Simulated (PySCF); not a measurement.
# Dipole moment and polarisability of `C=CCS(=O)(=O)C(F)(F)F`

Species: C4H5F3O2S.
Numbering: `[CH2:1]=[CH:2][CH2:3][S:4](=[O:5])(=[O:6])[C:7]([F:8])([F:9])[F:10]` (hydrogens: H11, H12 on C1; H13 on C2; H14, H15 on C3)

Geometry (PBE0-D3(BJ)/def2-SVP, Å), atoms numbered from 1 in this order:
```xyz
15
C4H5F3O2S angstrom
C     -2.6577   -0.4469   -0.0119
C     -1.6347    0.1540   -0.6189
C     -0.2328   -0.3531   -0.5523
S      0.6483    0.6576    0.6561
O      0.6829    2.0315    0.1831
O      0.2120    0.2996    1.9940
C      2.3935    0.0142    0.5054
F      2.7950    0.0797   -0.7565
F      2.4389   -1.2463    0.9054
F      3.1798    0.7503    1.2586
H     -2.5240   -1.3727    0.5557
H     -3.6661   -0.0292   -0.0593
H     -1.7821    1.0945   -1.1588
H      0.3121   -0.2382   -1.5008
H     -0.1660   -1.3885   -0.1896
```

Level: PBE0/def2-SVPD (PySCF), static field, nuclei fixed, core orbitals frozen in the response. The polarisability tensor in these axes (au):

```
x   97.97  5.84  0.73
y    5.84 71.24 -2.24
z    0.73 -2.24 69.45
```

**Question.** Give the principal values, the mean and the anisotropy Δα = √{½[(α1 − α2)² + (α2 − α3)² + (α1 − α3)²]}.

**Answer.** Principal values 67.37, 72.10 and 99.20 au; mean 79.55 au = 11.79 Å³ = 13.12 × 10⁻⁴⁰ C²·m²/J; Δα = 29.74 au (37 % of the mean).

**Question.** What is the dipole moment, and where does it point?

**Answer.** (-1.41, -2.58, -2.57) D, 3.90 D in size, pointing from the negative to the positive side. Measured along this direction, the outermost atoms are F10 at the negative end and H11 and H12 at the positive end.

**Question.** Refractivity n − 1 of an ideal gas of it at 298.15 K and 1 atm, from the electronic α?

**Answer.** N = p/kT = 2.4615 × 10¹⁹ cm⁻³, so n − 1 = 2π × N × 11.79 × 10⁻²⁴ cm³ = 1823 × 10⁻⁶ at long wavelengths.

**Question.** In TDDFT the mean static polarisability is Σ f/ω² over all singlet excitations (ω in hartree). How much of it do the 6 lowest give? Their energies (eV) and oscillator strengths: 6.59, 0.2629; 7.23, 0.0537; 7.28, 0.0046; 7.40, 0.1178; 7.74, 0.0117; 7.96, 0.0101.

**Answer.** They add up to 7.16 au, 9.0 % of the 79.55 au; the largest single term is 4.48 au, from the state at 6.59 eV. Terms in order: 4.48, 0.76, 0.06, 1.59, 0.14, 0.12 au. Higher excitations give the rest. The strengths listed sum to 0.461.

**Question.** What depolarisation ratio follows for Rayleigh scattering of linearly polarised light, taking the static tensor?

**Answer.** ρ = 3Δα²/(45ᾱ² + 4Δα²) = 2654.1/(284804 + 3538.8) = 0.0092.

The structure is a single PBE0-D3(BJ)/def2-SVP conformer in the gas phase; no vibrational or solvent corrections.

These values come from a run that also computed excited states. Time: 87 s (grids of density and orbitals included); peak memory 1.1 GiB. Hardware: one thread of an Arm Neoverse V1, no GPU, shared host with 32 logical CPUs at a one-minute load of 16.
